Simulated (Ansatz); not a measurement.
Mulliken charges of CF3NSi, SMILES `N#C[Si](F)(F)F` from PBE/def2-TZVPP in Ansatz (PBE0-D4/def2-TZVP geometry).

```csv
atom,x (Å),y (Å),z (Å),charge (e)
N1,2.147,-0.714,0.903,0.072
C2,1.134,-0.381,0.472,-0.270
Si3,-0.470,0.146,-0.211,0.864
F4,-1.311,-1.117,-0.581,-0.222
F5,-0.226,1.010,-1.489,-0.222
F6,-1.231,0.991,0.860,-0.222
```

**Question.** By hand: the dipole of these point charges (1 e Å = 4.8032 D).

**Answer.** Σ q r = (0.057, -0.019, 0.024) e Å, of length 0.065 e Å = 0.31 D.

**Question.** How does the dipole of the full density compare? (Estimate.)

**Answer.** Ansatz gave: (-0.306, 0.101, -0.130) e Å, 1.67 D; the point charges give 0.19 times that, at 180° from its direction, so they point the opposite way.

Point charges leave out the atoms' own dipoles, such as those of lone pairs, and Mulliken's split depends on the basis, so the two needn't agree.
